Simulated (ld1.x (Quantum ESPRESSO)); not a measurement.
**PBE RRKJ dataset for Ti (Z = 22), scalar-relativistic all-electron reference.**

```
Element                 : titanium (Ti)
Generator               : ld1.x (Quantum ESPRESSO) 7.5
Type                    : norm-conserving RRKJ (Kleinman–Bylander form)
Functional              : PBE
Relativity              : scalar-relativistic
Frozen core             : [Ne]
Valence charge          : 12
Reference configuration : 3s2 3p6 3d2.5 4s1.5 4p0
Partial waves           : 3s (bound): rc 1.35 bohr; 3p (bound): rc 0.95 bohr; 3d (bound): rc 1.30 bohr
Local potential         : the d channel
Core correction         : none
```

Occupied shells without a wave of their own: 4s. They enter only through the test configuration that unscreens the potential.

All-electron outer shells of the reference configuration (PBE, scalar-relativistic, ld1.x):

| shell | level (eV) | outermost node (bohr) | outermost maximum (bohr) |
| --- | --- | --- | --- |
| 2s | -534.76 | 0.09 | 0.27 |
| 2p | -442.11 | – | 0.22 |
| 3s | -60.74 | 0.40 | 0.87 |
| 3p | -37.05 | 0.37 | 0.90 |
| 4s | -4.04 | 1.25 | 2.99 |
| 3d | -2.89 | – | 1.00 |
| 4p | -1.26 | 1.40 | 3.99 |

Calculated quality:

* Cutoffs needed: 140 Ry and 180 Ry (the cutoffs (Ry, on a coarse ladder) from which the occupation-weighted sum of valence levels, in a spherical-Bessel basis at the reference potential, stays within 10 and 1 mRy of its value at 400 Ry)
* Ghost test: no extra level below or beside the all-electron valence levels (s, p, d, f tested) (spherical-Bessel basis up to 400 Ry, 20 bohr box)
* Largest excitation error: -832 meV (all-electron minus pseudo) for 3s2 3p6 3d0 4s0 4p0, out of 7 test configurations

Generation and tests took about 3.8 s on one core of a shared server CPU.
